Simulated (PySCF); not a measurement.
C₃H₇GeNO₂.
Atom-mapped SMILES: `[CH3:1][C:2](=[O:3])[GeH2:4][NH:5][CH:6]=[O:7]` (hydrogens: H8, H9, H10 on C1; H11, H12 on Ge4; H13 on N5; H14 on C6)

Geometry (PBE0-D3(BJ)/def2-SVP, Å), atoms numbered from 1 in this order:
```xyz
14
C3H7GeNO2 angstrom
C     -1.9324    0.0630    1.0416
C     -1.2665    0.4283   -0.2487
O     -1.4625    1.4568   -0.8445
Ge     0.1095   -0.8072   -1.0361
N      1.7560    0.0610   -0.8193
C      2.0745    0.4533    0.4326
O      1.3638    0.2370    1.3952
H     -2.6780    0.8221    1.3159
H     -2.4015   -0.9310    0.9660
H     -1.1457   -0.0035    1.8107
H     -0.0653   -0.8890   -2.5613
H      0.2045   -2.2059   -0.3989
H      2.3830    0.2998   -1.5791
H      3.0467    0.9931    0.5221
```

Method: core-valence-separated Tamm–Dancoff BHandHLYP/aug-pcX-1 (pcseg-1 on H, def2-SVPD on Ge) in PySCF, non-relativistic, gas phase, PBE0-D3(BJ)/def2-SVP geometry. BHandHLYP without relativity tends to put these K edges a few eV too low, so spacings mean more than positions.

Give energies, oscillator strengths and core holes at the O K edge.

| E (eV) | f | core hole on | main final orbital | polarisation |
| --- | --- | --- | --- | --- |
| 528.40 | 0.0514 | O3 | LUMO (69 %) | normal to the local trigonal plane |
| 529.55 | 0.0416 | O7 | LUMO+3 (59 %) | normal to the local trigonal plane |
| 532.42 | 0.0051 | O7 | LUMO (93 %) | in the local trigonal plane |
| 533.33 | 0.0005 | O7 | LUMO+1 (71 %) | – |
| 533.71 | 0.0013 | O7 | LUMO+2 (68 %) | in the local trigonal plane |
| 533.99 | 0.0001 | O3 | LUMO+1 (43 %) | – |
| 534.13 | 0.0010 | O7 | LUMO+4 (43 %) | – |
| 534.14 | 0.0065 | O3 | spread | in the local trigonal plane |
| 534.39 | 0.0007 | O7 | spread | – |
| 534.44 | 0.0025 | O7 | LUMO+6 (60 %) | in the local trigonal plane |
| 534.52 | 0.0010 | O3 | LUMO+3 (44 %) | – |

The first line with a tenth or more of the strongest one's intensity is at 528.40 eV (f = 0.051), with the hole on O3 (carbonyl oxygen), polarised normal to the local trigonal plane: a 1s→π* resonance. It is also the strongest listed.

Give energies, oscillator strengths and core holes at the C K edge.

```
E (eV)       f  core hole on  main final orbital                        polarisation
283.12  0.0773            C2         LUMO (64 %)  normal to the local trigonal plane
284.32  0.0005            C1         LUMO (83 %)                                   –
284.62  0.0845            C6       LUMO+3 (53 %)  normal to the local trigonal plane
285.59  0.0149            C1       LUMO+2 (46 %)                                   –
286.27  0.0186            C1              spread                                   –
286.77  0.0252            C1              spread                                   –
286.88  0.0211            C1              spread                                   –
287.24  0.0011            C1       LUMO+1 (35 %)                                   –
287.48  0.0041            C1       LUMO+2 (34 %)                                   –
287.62  0.0040            C1       LUMO+5 (34 %)                                   –
287.65  0.0403            C2              spread         in the local trigonal plane
287.68  0.0021            C1              spread                                   –
287.82  0.0011            C1              spread                                   –
288.12  0.0043            C1      LUMO+10 (40 %)                                   –
288.32  0.0032            C1       LUMO+6 (34 %)                                   –
```

The first line with a tenth or more of the strongest one's intensity is at 283.12 eV (f = 0.077), with the hole on C2 (carbonyl carbon), polarised normal to the local trigonal plane: a 1s→π* resonance. The strongest listed is at 284.62 eV (f = 0.085; C6, 1s→π*).

What does the N 1s absorption edge look like?

```tsv
E (eV)	f	core hole on	main final orbital
399.48	0.0243	N5	LUMO+3 (53 %)
399.70	0.0138	N5	LUMO (62 %)
400.28	0.0320	N5	LUMO+1 (47 %)
401.77	0.0061	N5	spread
401.84	0.0029	N5	LUMO+2 (35 %)
402.25	0.0033	N5	LUMO+6 (31 %)
402.52	0.0053	N5	spread
```

The first line with a tenth or more of the strongest one's intensity is at 399.48 eV (f = 0.024), with the hole on N5 (amide nitrogen). The strongest listed is at 400.28 eV (f = 0.032; N5).

Roots within 0.03 eV whose holes lie on the same, on equivalent or on shared atoms are summed into one line, and the highest roots are left out, as the search may have cut off their partners. Final orbitals are the ground state's empty Kohn–Sham orbitals. A dash: too weak, shared between unlike atoms, or no plane or axis to refer to.

What length of transition dipole belongs to the line at 529.55 eV?

From f = (2/3) ΔE |μ|² in atomic units, with ΔE = 19.461 Eh and f = 0.0416: |μ| = 0.057 au = 0.14 D.

The ionisation thresholds weren't computed; near and above them a finite basis only mimics Rydberg series and continuum. The BHandHLYP/aug-pcX-1 (pcseg-1 on H, def2-SVPD on Ge) calculation is non-relativistic and has no spin–orbit coupling, an omission that weighs most on germanium.

One conformer stands for the species.
